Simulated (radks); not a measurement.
Spherical quantum dot in the effective-mass picture: electrons in a parabolic well V = omega^2 r^2 / 2 with omega = 1.01, with a point charge +2 (a donor) at the centre, all in effective atomic units (hartree* = m*/eps^2 hartree, bohr* = eps/m* bohr), one dielectric constant everywhere. Method: non-relativistic Kohn-Sham, LDA (Slater exchange, Perdew-Wang correlation), spin-polarised, spherical densities; computed with a radial shooting solver with Libxc functionals. Levels are named by radial order and angular momentum (1s, 1p, 1d, 2s, ...), and open shells are averaged over m.

N = 25, configuration 1s2 1p6 1d10 2s2 1f(up 5, down 0). This is the lowest configuration that the search found. Occupied and some empty levels:

level    occupation  eigenvalue (hartree*)  <r> (bohr*)
1s up             1                 10.705       0.9430
1s down           1                 10.711       0.9285
1p up             3                 11.747        2.014
1p down           3                 11.791        1.989
2s up             1                 11.886        2.090
2s down           1                 11.936        2.086
1d up             5                 12.304        2.389
1d down           5                 12.361        2.379
1f up             5                 12.879        2.641
2p up             0                 12.916        2.258
1f down           0                 12.941        2.639
2p down           0                 12.954        2.269
1g up             0                 13.493        2.842
1g down           0                 13.555        2.846
2d up             0                 13.668        2.540
2d down           0                 13.708        2.545

Energy (hartree*): total 180.869, kinetic 26.751, external 39.628, Hartree 126.39, exchange-correlation -11.904.

Electron density:

r (bohr*)  n(r) (e/bohr*^3)
0.0934                3.498
0.328                 1.420
0.563                0.6278
0.797                0.3327
1.03                 0.2386
1.27                 0.2249
1.50                 0.2370
1.74                 0.2478
1.97                 0.2442
2.21                 0.2220
2.44                 0.1836
2.67                 0.1369
2.91                0.09095
3.14                0.05339
3.38                0.02761
3.61                0.01246
3.85               0.004910
4.08               0.001696
4.32              0.0005097
4.55              0.0001339
